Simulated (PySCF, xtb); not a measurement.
H2Zr, SMILES [ZrH2], multiplicity 1.

GFN2-xTB (xtb) at its own geometry gives an orbital gap of 0.22 eV and a dipole moment of 0.00 D.

Coordinates come from a PBE0-D3(BJ)/def2-TZVPD optimisation. The geometry has at least one imaginary mode, so it is a saddle point at that level. The spin state was assumed, not searched. The def2 effective core potentials stand for the cores of Zr; spin–orbit coupling is left out.

**Question.** What does r2SCAN/def2-TZVPD (PySCF) give? (The exact figures need the calculation; the answer reports its results.)

**Answer.** gap 0.08 eV (levels -5.26 and -5.18 eV), dipole 0.00 D.
